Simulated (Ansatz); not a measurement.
A nudged elastic band was laid between two geometries of CH5NOSi (9 atoms, charge 0, multiplicity 1).

Level of theory: RKS PBE0/def2-SVP in Ansatz.

- movable images: 9
- climbing image: yes
- spring: 5.0 eV/Å²
- optimiser: quadratic models (default)
- start path: through a guess of the saddle point
- force threshold: 0.03 eV/Å
- iteration limit: 41
- end points: relaxed

Image 0:

```xyz
9
Properties=species:S:1:pos:R:3
N -0.965 0.857 -0.863
C 0.272 0.603 -0.691
Si 0.576 -0.672 0.692
O -0.963 -1.005 1.202
H -1.134 1.543 -1.608
H 1.070 1.082 -1.292
H 1.428 -0.076 1.764
H 1.279 -1.870 0.143
H -1.563 -0.463 0.654
```

Image 10:

```xyz
9
Properties=species:S:1:pos:R:3
N -0.091 0.543 -1.841
C 0.044 0.804 -0.600
Si 0.441 -0.608 0.602
O -0.731 -0.752 1.781
H -0.296 1.396 -2.378
H -0.062 1.834 -0.195
H 1.691 -0.279 1.343
H 0.591 -1.856 -0.202
H -1.587 -1.081 1.491
```

Task: Which bonds break or form, and what moves?

Result: No bond is made or broken. The dihedral N1–C2–Si3–O4 goes from 0 to -121°.

Task: What energy profile does the band end with?

Result: It converged. The highest image is number 8 of 0 to 10, 16.9 kJ/mol above the first end and 0.0 kJ/mol above the last; the last end lies 16.9 kJ/mol above the first. The top lies less than 8 meV above the higher end, about what the thresholds resolve: that end is a shoulder or a very shallow well. A vibrational analysis at the climbing image gives no mode beyond 40i cm⁻¹: the surface is too flat there to confirm a saddle point.

| image | path coordinate (Å) | energy (kJ/mol) | dihedral N1–C2–Si3–O4 (°) |
| --- | --- | --- | --- |
| 0 | 0.00 | 0.0 | 0 |
| 1 | 0.32 | 1.4 | -12 |
| 2 | 0.64 | 5.0 | -24 |
| 3 | 0.97 | 9.3 | -35 |
| 4 | 1.29 | 12.8 | -47 |
| 5 | 1.61 | 15.2 | -58 |
| 6 | 1.93 | 16.4 | -71 |
| 7 | 2.25 | 16.8 | -83 |
| 8 | 2.58 | 16.9 | -95 |
| 9 | 2.91 | 16.9 | -108 |
| 10 | 3.24 | 16.9 | -121 |

Task: What is the geometry of the highest image?

Result: 
```xyz
9
Properties=species:S:1:pos:R:3:forces:R:3
N -0.391 0.500 -1.726 0.00 0.00 0.00
C 0.144 0.799 -0.608 0.00 0.00 0.00
Si 0.479 -0.608 0.621 0.00 0.00 0.01
O -0.776 -0.743 1.713 0.00 0.00 -0.01
H -0.559 1.341 -2.294 0.00 0.00 0.00
H 0.379 1.848 -0.323 0.00 0.00 0.00
H 1.679 -0.290 1.443 0.00 0.00 0.00
H 0.674 -1.859 -0.169 0.00 0.00 0.00
H -1.629 -0.988 1.343 0.00 0.00 0.01
```

The run took 4.2 min on 1 thread of Arm Neoverse V2, on a shared host, peak memory 0.16 GiB.
